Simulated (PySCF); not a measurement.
Si(CF3)(Cl)(H)2 (CH2ClF3Si), SMILES Cl[SiH2]C(F)(F)F. Atoms are numbered in the order given.

```xyz
8

Si     0.9192     0.5878     0.0000
Cl    -0.3966     2.1655     0.0000
C     -0.0969    -1.0534     0.0000
F     -0.8771    -1.1705    -1.0791
F     -0.8771    -1.1705     1.0791
F      0.7509    -2.0961     0.0000
H      1.7423     0.6058    -1.2348
H      1.7423     0.6058     1.2348
```
Charge 0, spin multiplicity 1.

Geometry: PBE0-D3(BJ)/def2-SVP.

Calculation: PBE0-D3(BJ)/def2-SVP (PySCF).

Frequencies are harmonic and unscaled.

Q: List the normal modes with their intensities. (An estimate is asked for; the answer gives what the named calculation found.)

A: 
| mode | ν (cm⁻¹) | IR (km/mol) | Raman (Å⁴/amu) | depolarisation | moving atoms (share of kinetic energy) |
|---|---|---|---|---|---|
| 1 | 55 | 1.2 | 0.3 | 0.75 | F 47 %, Cl 23 %, Si 21 %, H 8 % |
| 2 | 105 | 2.8 | 0.8 | 0.73 | F 45 %, Cl 41 %, Si 10 % |
| 3 | 213 | 0.6 | 0.0 | – | F 68 %, H 17 % |
| 4 | 257 | 0.1 | 2.1 | 0.53 | F 66 %, Cl 19 %, C 8 % |
| 5 | 415 | 26.7 | 4.6 | 0.23 | Si 57 %, F 36 % |
| 6 | 504 | 14.4 | 1.4 | 0.75 | F 74 %, H 18 % |
| 7 | 537 | 7.0 | 1.1 | 0.72 | F 88 % |
| 8 | 581 | 60.2 | 7.1 | 0.30 | Si 50 %, Cl 40 % |
| 9 | 608 | 34.7 | 5.0 | 0.75 | H 56 %, F 22 %, Si 18 % |
| 10 | 703 | 1.1 | 16.6 | 0.75 | H 94 % |
| 11 | 760 | 8.2 | 3.1 | 0.08 | F 82 %, C 12 % |
| 12 | 859 | 244.5 | 10.5 | 0.68 | H 83 %, Si 12 % |
| 13 | 936 | 97.8 | 12.7 | 0.73 | H 95 % |
| 14 | 1186 | 213.6 | 1.0 | 0.71 | C 72 %, F 27 % |
| 15 | 1207 | 207.6 | 1.4 | 0.75 | C 73 %, F 27 % |
| 16 | 1261 | 170.8 | 2.2 | 0.52 | C 75 %, F 22 % |
| 17 | 2282 | 51.6 | 193.9 | 0.07 | H 98 % |
| 18 | 2297 | 83.3 | 70.8 | 0.75 | H 95 % |
